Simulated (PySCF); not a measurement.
Bond curve of BPb

Set-up: B def2-SVPD, Pb def2-SVPD with ECP60; scalar-relativistic core potentials (PySCF 2.14). Energies in eV from B + Pb in their ground configurations at the same level. All curves are PBE0. state 1: ⁴Σ⁻ (quartet), unpaired electrons σ ↑, π ↑↑; state 2: Ms = 0.5 determinant of mixed spin (⟨S²⟩ near 1.8), unpaired electrons σ ↓, π ↑↑, a second solution, started from another occupation; state 3: Ms = 0.5 determinant of mixed spin (⟨S²⟩ near 1.8), unpaired electrons σ ↑, π ↑↓, a mixture of terms (⟨Lz²⟩ = 2.0), a second solution, started from another occupation; state 4: doublet, unpaired electrons σ ↑, a mixture of terms (⟨Lz²⟩ = 2.0), a second solution, started from another occupation.

```csv
R (Å),state 1,state 2,state 3,state 4
1.943,-1.812,-1.454,-1.410,-0.728
2.033,-2.248,-1.896,-1.857,-1.202
2.123,-2.487,-2.141,-2.105,-1.478
2.191,-2.569,-2.229,-2.195,-1.587
2.259,-2.591,-2.255,-2.224,-1.634
2.327,-2.566,-2.234,-2.204,-1.635
2.417,-2.480,-2.152,-2.124,-1.584
2.530,-2.318,-1.993,-1.966,-1.467
2.666,-2.080,-1.756,-1.731,-1.285
2.846,-1.738,-1.419,-1.391,-1.015
```

Problem. Put a parabola through the three lowest points of the state 1 curve and estimate Re, k and ωe (reduced mass 10.46 u; 1 eV/Å² = 0.16022 mdyn/Å; ωe = 1302.8·√(k/μ) cm⁻¹).

Solution. Through R = 2.191, 2.259, 2.327 Å the second-order coefficient is 5.08 eV/Å², so Re ≈ 2.257 Å, k ≈ 1.63 mdyn/Å and ωe ≈ 514 cm⁻¹. A polynomial fit of higher order to the unrounded PBE0 energies gives Re = 2.253 Å, k = 1.65 mdyn/Å, ωe = 518 cm⁻¹; anharmonicity and rounding make the difference.

The higher-order fit for each curve: state 1: Re = 2.253 Å, ωe = 518 cm⁻¹, De = 2.59 eV; state 2: Re = 2.259 Å, ωe = 516 cm⁻¹, minimum 2.26 eV below the ground-state fragments; state 3: Re = 2.262 Å, ωe = 514 cm⁻¹, minimum 2.22 eV below the ground-state fragments; state 4: Re = 2.293 Å, ωe = 475 cm⁻¹, minimum 1.64 eV below the ground-state fragments.

⟨S²⟩ of the unrestricted solution departs from its pure value on part of the curve, where spin states mix. Spin–orbit coupling is left out, which matters for elements this heavy, above all for dissociation energies. The state is the lowest determinant that a PBE0 search found; another state may lie lower at other levels.
